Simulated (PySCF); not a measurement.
# Orbital energies, ionisation energy and electron affinity

Compound: Cl2Ga2H4.
Structure used (PBE0-D3(BJ)/def2-SVP), in Å, numbered top down from 1:
```
atom  x, y, z in Å
Cl1   -0.5155    0.4261    1.5449
Ga2    1.5559    0.5582    0.3791
Cl3    0.5247   -0.4377   -1.5119
Ga4   -1.5517   -0.5524   -0.3529
H5     2.4679   -0.5361    0.9992
H6     1.7539    2.0579    0.0252
H7    -2.4500    0.5542   -0.9713
H8    -1.7672   -2.0513   -0.0060
```

Level: CAM-B3LYP/def2-SVPD (PySCF). Frontier orbitals with their largest atomic shares (Löwdin; up to four atoms above 4 %):

```
orbital  ε (eV)                              main atoms
 HOMO−3  -11.05                      Cl1 47 %, Cl3 47 %
 HOMO−2  -10.80  Cl1 25 %, Cl3 25 %, Ga2 13 %, Ga4 13 %
 HOMO−1  -10.64    Ga4 21 %, Ga2 21 %, H5 14 %, H8 14 %
   HOMO   -9.81                                       ?
   LUMO   -0.22  Ga4 24 %, Ga2 24 %, Cl1 15 %, Cl3 15 %
 LUMO+1    0.19  Ga4 24 %, Ga2 24 %, Cl1 16 %, Cl3 16 %
 LUMO+2    0.72    Ga2 33 %, Ga4 33 %, Cl1 7 %, Cl3 7 %
```

**Question.** What vertical ionisation energy does ΔSCF give, and how far is −ε(HOMO) from it?

**Answer.** ΔSCF: 10.66 eV (1029 kJ/mol; threshold wavelength 116 nm); ⟨S²⟩ of the doublet left behind is 0.762, against 0.75 for a pure doublet. −ε(HOMO) is 9.81 eV, 0.85 eV below it. For the exact functional −ε(HOMO) would equal the first vertical ionisation energy; CAM-B3LYP (range-separated hybrid) falls short of its own ΔSCF value by 8 %.

**Question.** On which atoms does the HOMO lie?

**Answer.** Cl3 (chlorine bonded to 2 Ga) 18 %, Cl1 (chlorine bonded to 2 Ga) 18 %, Ga2 (gallium bonded to 2 Cl and 2 H) 13 %, Ga4 (gallium bonded to 2 Cl and 2 H) 13 %, so no atom holds as much as 40 %. The HOMO−1 lies 0.83 eV lower.

**Question.** And the vertical electron affinity, the fundamental gap, Mulliken's electronegativity and the hardness (with the factor ½)?

**Answer.** EA = -0.44 eV by ΔSCF (−ε(LUMO) = 0.22 eV); a negative value means that the added electron isn't bound at this geometry and level, and the number then depends on the basis. IE − EA = 11.10 eV against an orbital gap of 9.59 eV; (IE + EA)/2 = 5.11 eV; (IE − EA)/2 = 5.55 eV. Parr's electrophilicity index (IE + EA)²/[8(IE − EA)] is 1.18 eV.

**Question.** The lowest singlet excitation (vertical TDDFT, same level) lies at 6.42 eV. How far is it below IE − EA?

**Answer.** IE − EA = 11.10 eV, so by 4.68 eV.

**Question.** What total energies stand behind the ΔSCF value?

**Answer.** E(N) = -4772.11515 Eh and E(N − 1) = -4771.72325 Eh at the same geometry, 0.39190 Eh apart. With one more electron, E(N + 1) = -4772.09911 Eh.

**Question.** How many of the 10 lowest singlet excitations (vertical TDDFT, same level) lie below the ionisation energy?

**Answer.** All 10; they run from 6.42 to 8.16 eV.

**Question.** What kinetic energy would electrons from this vertical process carry with He II light (40.814 eV)?

**Answer.** 40.81 − 10.66 = 30.15 eV.

Geometry: PBE0-D3(BJ)/def2-SVP; no solvent, vibrations or thermal averaging. The calculation is non-relativistic, for gallium too.

These values come from a run that also computed excited states and ΔSCF ions. The run took 1.9 min wall (grids of density and orbitals included) on one thread, Arm Neoverse V1 (aarch64), on a shared host, and the process peaked at 0.80 GiB of memory.
